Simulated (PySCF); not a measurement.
## Highest orbital energy against ionisation energy along the 4p block

Calculated with PySCF 2.14, no spin-orbit coupling. Each cell gives −ε(HOMO) / ΔSCF in eV; NIST values include spin-orbit coupling, (s) semi-empirical, (t) theoretical.

```json
{"species": "Ga (aug-cc-pVDZ-PP with ECP10MDF, ECP)", "UHF": "5.801 / 5.521", "LDA": "2.897 / 5.987", "PBE": "2.909 / 5.918", "PBE0": "3.737 / 5.946", "r2SCAN": "3.162 / 6.068", "NIST (lowest levels)": "5.999"}
{"species": "Ge (aug-cc-pVDZ-PP with ECP10MDF, ECP)", "UHF": "7.882 / 7.411", "LDA": "4.374 / 7.964", "PBE": "4.358 / 7.851", "PBE0": "5.364 / 7.893", "r2SCAN": "4.677 / 8.024", "NIST (lowest levels)": "7.899"}
{"species": "As (aug-cc-pVDZ-PP with ECP10MDF, ECP)", "UHF": "10.047 / 9.431", "LDA": "5.931 / 9.988", "PBE": "5.897 / 9.852", "PBE0": "7.080 / 9.922", "r2SCAN": "6.300 / 10.078", "NIST (lowest levels)": "9.789"}
{"species": "Se (aug-cc-pVDZ-PP with ECP10MDF, ECP)", "UHF": "9.336 / 8.511", "LDA": "5.710 / 9.819", "PBE": "5.613 / 9.574", "PBE0": "6.768 / 9.572", "r2SCAN": "5.894 / 9.625", "NIST (lowest levels)": "9.752"}
{"species": "Br (aug-cc-pVDZ-PP with ECP10MDF, ECP)", "UHF": "11.727 / 10.750", "LDA": "7.490 / 12.038", "PBE": "7.372 / 11.770", "PBE0": "8.694 / 11.789", "r2SCAN": "7.704 / 11.858", "NIST (lowest levels)": "11.814"}
{"species": "Kr (aug-cc-pVDZ-PP with ECP10MDF, ECP)", "UHF": "14.260 / 13.151", "LDA": "9.359 / 14.338", "PBE": "9.232 / 14.061", "PBE0": "10.732 / 14.120", "r2SCAN": "9.650 / 14.213", "NIST (lowest levels)": "14.000"}
```

Q: How far is −ε(HOMO) from ΔSCF on average for each method, and why?

A: UHF 0.71 eV; LDA -4.06 eV; PBE -3.94 eV; PBE0 -2.81 eV; r2SCAN -3.75 eV. Hartree-Fock orbital energies lack relaxation and so exceed the ΔSCF value; semilocal functionals have convex E(N) from self-interaction, so their HOMO lies far too high; exact exchange moves hybrids part of the way back.
